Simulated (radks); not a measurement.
Neutral germanium inside a hard spherical wall (all orbitals vanish at R), configuration held at [Ar] 3d10 4s2 4p2 and not refilled when levels cross. Calculated with a radial shooting solver on a logarithmic mesh with Libxc functionals: non-relativistic Kohn-Sham, r2SCAN, spin-polarised, spherical densities, point nucleus; open shells are filled with parallel spins first; meta-GGA in the generalised Kohn-Sham scheme. Eigenvalues in eV for spin up, with the zero of energy where the potential of the charges vanishes at infinity; a dash marks a level that is unbound or too diffuse for the functional's potential to be trusted. A positive occupied level is held by the wall or, in an anion where self-interaction has pushed it up, behind a barrier. The pressure on the wall is -dE/dV.

| R (bohr) | E (hartree) | kinetic (hartree) | e(3p) | e(3d) | e(4s) | e(4p) | e(5s, empty) | e(5p, empty) | pressure (GPa) |
|---|---|---|---|---|---|---|---|---|---|
| free | -2076.94878 | 2075.609 | -117.45 | -30.741 | -12.511 | -4.700 | - | - | 0 |
| 20 | -2076.94878 | 2075.609 | -117.45 | -30.741 | -12.511 | -4.700 | - | - | < 0.0001 |
| 12 | -2076.94876 | 2075.610 | -117.45 | -30.738 | -12.509 | -4.698 | 0.405 | 1.763 | 0.000397 |
| 10 | -2076.94856 | 2075.612 | -117.43 | -30.717 | -12.493 | -4.682 | 0.927 | 2.893 | 0.00615 |
| 7 | -2076.94101 | 2075.666 | -117.02 | -30.312 | -12.216 | -4.351 | 3.946 | 7.986 | 0.448 |
| 4 | -2076.60356 | 2077.145 | -111.38 | -24.818 | -7.793 | 1.717 | 30.576 | 40.241 | 69.8 |
| 3.5 | -2076.25148 | 2078.417 | -108.16 | -21.706 | -4.411 | 6.214 | 47.345 | 58.846 | 194 |
| 3 | -2075.47355 | 2081.012 | -103.04 | -16.762 | 2.222 | 14.666 | 76.782 | 90.583 | 603 |
| 2 | -2068.19891 | 2103.343 | -76.581 | 9.999 | 54.182 | 74.626 | 254.42 | 272.67 | 10800 |
